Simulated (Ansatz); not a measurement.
Total energies of CH7ClOSi2, SMILES `[SiH3]O[SiH2]CCl`.

```xyz
12

Si   -1.461    1.491   -0.365
O    -0.513    0.288   -0.955
Si    0.259   -1.094   -0.574
C     1.567   -0.761    0.732
Cl    0.771   -0.061    2.172
H    -2.388    0.962    0.667
H    -0.617    2.562    0.221
H    -2.241    2.043   -1.500
H     0.924   -1.610   -1.798
H    -0.695   -2.098   -0.039
H     2.075   -1.674    1.045
H     2.318   -0.046    0.393
```

Total charge 0; spin multiplicity 1. The geometry is a stationary point of PBE0-D4/def2-TZVP. It is one conformer, not always the lowest. Basis def2-TZVPP, Ansatz.

RPA on PBE orbitals: Hartree–Fock energy of these orbitals -1154.28663 Eh, correlation -1.45117 Eh (frozen core).

```json
{"functional": "PBE", "energy without D4 (Eh)": "-1156.25238", "D4 term (kJ/mol)": "-30.4"}
{"functional": "B97M-V", "energy without D4 (Eh)": "-1156.60436", "D4 term (kJ/mol)": "–"}
{"functional": "PBE0", "energy without D4 (Eh)": "-1156.36117", "D4 term (kJ/mol)": "-26.1"}
{"functional": "B3LYP", "energy without D4 (Eh)": "-1156.95763", "D4 term (kJ/mol)": "-49.1"}
{"functional": "r2SCANh", "energy without D4 (Eh)": "-1156.73695", "D4 term (kJ/mol)": "-8.2"}
{"functional": "r2SCAN0", "energy without D4 (Eh)": "-1156.72376", "D4 term (kJ/mol)": "-9.1"}
{"functional": "CAM-B3LYP", "energy without D4 (Eh)": "-1156.87527", "D4 term (kJ/mol)": "-26.8"}
{"functional": "LC-ωPBE", "energy without D4 (Eh)": "-1156.51932", "D4 term (kJ/mol)": "–"}
{"functional": "ωB97M-V", "energy without D4 (Eh)": "-1156.77654", "D4 term (kJ/mol)": "–"}
{"functional": "PBE-QIDH", "energy without D4 (Eh)": "-1156.09960", "D4 term (kJ/mol)": "–"}
```

Question: Give the same for LDA (SPW92), revPBE, BLYP, r2SCAN, HSE06 (plane-wave form), BHLYP, ωB97X-V, B2PLYP. (Estimate.)

Answer: The calculation gave: 
```json
{"functional": "LDA (SPW92)", "energy without D4 (Eh)": "-1152.13116", "D4 term (kJ/mol)": "–"}
{"functional": "revPBE", "energy without D4 (Eh)": "-1156.63701", "D4 term (kJ/mol)": "-85.0"}
{"functional": "BLYP", "energy without D4 (Eh)": "-1156.83735", "D4 term (kJ/mol)": "-65.5"}
{"functional": "r2SCAN", "energy without D4 (Eh)": "-1156.74656", "D4 term (kJ/mol)": "-7.6"}
{"functional": "HSE06 (plane-wave form)", "energy without D4 (Eh)": "-1156.33395", "D4 term (kJ/mol)": "-24.5"}
{"functional": "BHLYP", "energy without D4 (Eh)": "-1156.83734", "D4 term (kJ/mol)": "-39.3"}
{"functional": "ωB97X-V", "energy without D4 (Eh)": "-1156.70086", "D4 term (kJ/mol)": "–"}
{"functional": "B2PLYP", "energy without D4 (Eh)": "-1156.43562", "D4 term (kJ/mol)": "–"}
```

B3LYP takes the VWN-RPA correlation (the form of Gaussian; ORCA's B3LYP/G). HSE06 is the plane-wave form, built on full-range PBE exchange. The double hybrids freeze the cores in their second-order part.

LC-ωPBE has ω = 0.4 bohr⁻¹.
